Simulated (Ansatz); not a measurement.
Geometry optimisation, Ansatz, RKS B3LYP-D4/cc-pVDZ.

Input:

```yaml
crystal:
  periodic: [false, false, false]
  atoms:
    - { symbol: Si, position_ang: [-0.555413, 0.050753, -0.483794] }
    - { symbol: F, position_ang: [-0.091152, -0.355179, 2.242878] }
    - { symbol: Cl, position_ang: [1.07314, 1.267984, -0.056155] }
    - { symbol: Cl, position_ang: [-1.118272, 0.539018, -2.445804] }
    - { symbol: Cl, position_ang: [0.060776, -1.948558, -0.531856] }
    - { symbol: Si, position_ang: [-2.37118, 0.331026, 0.831346] }
    - { symbol: H, position_ang: [-3.587667, 0.393586, -0.034903] }
    - { symbol: H, position_ang: [-2.552376, -0.844155, 1.750467] }
    - { symbol: H, position_ang: [-2.256539, 1.583294, 1.632769] }
    - { symbol: H, position_ang: [-0.713018, -1.01777, 2.426651] }
basis:
  gaussian: { orbitals: cc-pVDZ }
hamiltonian:
  xc: b3lyp
  dispersion: d4
relax:
  f_tol: 0.03
  max_steps: 50
output:
  orbitals: {}
```

Launched with:

```bash
$ ansatz run input.yaml --threads 4 --pin off --max-ram 5120MiB --backend cpu --events-out ev --progress --plain --runs-dir out
```

Q: Where does it end, and by what steps?

A: The run converged. The force dipped under the threshold on the way, but the program's further checks kept it going. After 18 steps the energy has fallen by 0.235 eV; H10 moved furthest, 0.86 Å.

```
step  energy less start (eV)  largest force component (eV/Å)  accepted
   0                  0.0000                           1.134       yes
   1                 -0.1045                           0.439       yes
   2                 -0.0881                           1.811        no
   3                 -0.1176                           0.620       yes
   4                 -0.1326                           0.223       yes
   5                 -0.1418                           0.991       yes
   6                 -0.1218                           2.092        no
   7                 -0.1639                           0.380       yes
   8                 -0.1792                           0.163       yes
   9                 -0.1964                           0.092       yes
  10                 -0.1996                           0.082       yes
  11                 -0.1154                           2.213        no
  12                 -0.2117                           0.386       yes
  13                 -0.2184                           0.598       yes
  14                 -0.2281                           0.279       yes
  15                 -0.2313                           0.115       yes
  16                 -0.2341                           0.024       yes
  17                 -0.2345                           0.034       yes
  18                 -0.2349                           0.022       yes
```

```xyz
10
Properties=species:S:1:pos:R:3
Si -0.611 0.063 -0.495
F -0.338 -0.519 2.570
Cl 0.873 1.500 -0.237
Cl -1.105 0.014 -2.522
Cl 0.285 -1.820 -0.097
Si -2.523 0.439 0.838
H -3.550 1.021 -0.081
H -2.994 -0.879 1.353
H -2.197 1.397 1.927
H 0.047 -1.216 2.076
```

Whether the end is a true minimum wasn't checked by a vibrational analysis.

Time of the run: 56 s on 4 threads of Arm Neoverse V1, with other jobs on the host, peak memory 0.38 GiB.
